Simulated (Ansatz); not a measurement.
Compare A (`[OH][GaH][SiH2]F`) with its isomer B (`[F][GaH][O][SiH3]`).

Gas-phase electronic energies from Ansatz, PBE0-D4/def2-TZVP geometries. CCSD(T)/CBS adds triple-zeta CCSD(T) − MP2 to the extrapolated MP2 energy (def2 sets, frozen cores). Functionals use def2-TZVPP. B3LYP here is the variant with VWN-RPA as its local correlation; programs differ in this. For Ga outer-core shells are correlated without core-valence functions, which leaves a few kJ/mol of doubt a bond. Scalar relativity is left out up to krypton. Each species was taken in one conformer, which may not be the lowest.

Q: Which isomer does CCSD(T)/CBS put lower? Give the gap. (Best estimate.)

A: Computed: B, by 13.9 kcal/mol.

Q: Give E(B) − E(A) in kcal/mol with r2SCAN-D4, CCSD(T)/def2-SVP, B3LYP-D4, PBE0-D4, BLYP-D4, CCSD/def2-TZVPP, CCSD(T)/def2-TZVPP. (An estimate is asked.)

A: The calculation gave: r2SCAN-D4 -13.6, CCSD(T)/def2-SVP -20.7, B3LYP-D4 -13.9, PBE0-D4 -11.4, BLYP-D4 -12.6, CCSD/def2-TZVPP -16.3, CCSD(T)/def2-TZVPP -15.9. None reverses the order clearly.

Q: Does the order hold for the free energy at 298.15 K (harmonic terms from PBE0-D4)? (An estimate is asked.)

A: Computed: Yes: G(B) − G(A) = -15.9 kcal/mol, for one conformer each. Modes under 60 cm⁻¹, often nearly free rotors, make the harmonic entropy too high.

Largest T1 diagnostic: 0.015.

From PBE to PBE0 (25 % exact exchange), in def2-TZVPP and without D4, E(B) − E(A) moves by −2.1 kcal/mol. Leaving LDA and LC-ωPBE aside and taking each functional with its dispersion term where it has one, the values, not all of them listed here, spread over 7.2 kcal/mol, from BHLYP-D4 to PBE-D4.
